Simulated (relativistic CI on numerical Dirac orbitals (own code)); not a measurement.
# Energy levels of Re LXII

These numbers are calculated, not measured: Dirac-Coulomb-Breit CI, orbitals from a KLI potential per configuration, model QED, unscaled Slater integrals (own radial code, finite nucleus).

CI space (outside the closed core [Ne]): 3s²3p², 3s²3p3d, 3s3p³, 3s²3d², 3p⁴, 3s3p²3d, 3p²3d², 3s3p3d², 3p³3d, 3s²3d4s, 3s²3d4p, 3s3p3d4s, 3p³4s, 3s²3p4s, 3s3p3d4p, 3p³4p. Levels of other configurations are missing.

```csv
No.,Configuration,Term,J,E (eV),%,Landé g
41,3s3p²(1D)<2D>3d,³G,3,1178.86,45,0.943
42,3s3p²(3P)<2P>3d,³D,1,1180.19,45,0.823
43,3s3p²(1D)<2D>3d,³D,1,1206.14,47,0.953
44,3s3p²(3P)<4P>3d,⁵D,4,1207.01,47,1.382
45,3s3p²(3P)<2P>3d,³F,2,1207.93,31,0.957
46,3s3p²(1D)<2D>3d,³P,0,1210.19,55,
47,3s3p²(3P)<4P>3d,³P,2,1229.36,33,1.338
48,3s3p²(1D)<2D>3d,³G,5,1231.27,59,1.267
49,3s3p²(3P)<4P>3d,³F,3,1239.89,44,1.266
50,3s3p²(1D)<2D>3d,³D,3,1250.90,63,1.294
51,3s3p²(3P)<4P>3d,³P,1,1251.29,39,1.159
52,3s²3d²,³F,2,1251.51,26,0.977
53,3s3p²(1D)<2D>3d,³F,4,1253.95,41,1.165
54,3s3p²(1D)<2D>3d,¹D,2,1261.90,30,0.974
55,3s3p²(3P)<2P>3d,³D,3,1265.85,39,1.190
56,3s3p²(3P)<2P>3d,³F,4,1269.18,48,1.145
57,3s3p²(3P)<4P>3d,³D,1,1271.63,38,0.937
58,3s²3d²,³P,0,1281.57,39,
59,3s3p²(1D)<2D>3d,³S,1,1284.29,27,1.326
60,3s3p²(3P)<2P>3d,¹F,3,1286.16,37,1.086
61,3s3p²(1D)<2D>3d,³D,2,1286.85,26,1.169
62,3s3p²(1D)<2D>3d,¹S,0,1289.16,42,
63,3s3p²(3P)<2P>3d,³D,2,1295.44,33,1.170
64,3s3p³(2P°),³P°,2,1323.74,50,1.435
65,3s²3d²,³F,3,1330.95,78,1.079
66,3p³(2D°)3d,³F°,2,1336.95,21,0.921
67,3s²3d²,¹G,4,1341.91,60,1.075
68,3s²3d²,³P,2,1342.97,40,1.178
69,3s²3d²,³P,1,1347.51,81,1.482
70,3p³(2P°)3d,³P°,0,1350.34,51,
```

Energies count from the lowest computed level; ° marks odd parity. Percentages are summed over parent terms; the parents shown are those of the largest component, closed shells are left out there, and <> holds an intermediate term.

The mean weight of the leading LS term, summed over parents, in these 30 levels is 44 %, and that of the leading jj configuration (from the same eigenvectors) 83 %, so jj coupling describes them better and the LS labels are nominal.

At this charge energies of transitions that change n are usually good to better than 1 %, and those within a shell (Δn = 0) to a few per cent.

LS names give the leading component of a level, which can be under half, so a name can repeat, a term be missing and a line seem to break the LS rules.
